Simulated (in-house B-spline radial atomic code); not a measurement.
# BLYP excitations of O6+

Method: BLYP. Computed with a B-spline radial code for spherical atoms: linear response of the closed shell 1s2 with the functional's adiabatic kernel; non-relativistic, point nucleus, no spin-orbit coupling, no double excitations, S, P, D and F terms only.

Command:
```bash
python run_td.py task.json out
```
Settings (radii: box in bohr, nucleus in fm):
```
Z                        8
electrons                2
configuration            1s2
hamiltonian              nr
method                   b88,lyp
box_radius               14.35
intervals                47
```

Run time, properties included: 1 thread of Intel(R) Xeon(R) Platinum 8488C (Sapphire Rapids) (shared host).

The lowest states, in the order of their Tamm-Dancoff energies; the method's threshold (minus the highest occupied level) is 692.54 eV. Labels give the largest channel, * marks a mixed state, and oscillator strengths are full-response dipole values. Semilocal kernels can invert the small singlet-triplet splittings of Rydberg terms. Energies in eV:

| state | full response | Tamm-Dancoff | oscillator strength |
| --- | --- | --- | --- |
| 1s → 2s 3S | 535.97 | 536.01 | - |
| 1s → 2p 3P | 545.50 | 545.55 | - |
| 1s → 2s 1S | ? | ? | - |
| 1s → 2p 1P | ? | ? | ? |
| 1s → 3s 3S | 630.41 | 630.41 | - |
| 1s → 3s 1S | 632.82 | 632.85 | - |
| 1s → 3p 3P | 633.16 | 633.17 | - |
| 1s → 3d 3D | 633.34 | 633.34 | - |
| 1s → 3d 1D | 634.65 | 634.66 | - |
| 1s → 3p 1P | 634.95 | 634.95 | 0.129 |
| 1s → 4s 3S | 658.88 | 658.89 | - |
| 1s → 4s 1S | 659.81 | 659.82 | - |
| 1s → 4p 3P | 659.98 | 659.98 | - |
| 1s → 4d 3D | 660.09 | 660.09 | - |
| 1s → 4d 1D | 660.66 | 660.66 | - |
| 1s → 4p 1P | 660.67 | 660.68 | 0.0493 |

Where does 1s → 2p 1P lie?

At 555.22 eV in full response, 555.27 eV in Tamm-Dancoff, oscillator strength 0.609.

Where does 1s → 2s 1S lie?

At 547.92 eV in full response, 548.07 eV in Tamm-Dancoff.

How large is the singlet-triplet splitting of 1s → 2s (S terms) in Tamm-Dancoff?

12.1 eV, from the unrounded values.

What polarisabilities and dispersion coefficient does the method give?

Dipole 0.002717 bohr³, quadrupole 0.0001731 bohr⁵, C6 0.0001342 hartree·bohr⁶ for two such species.
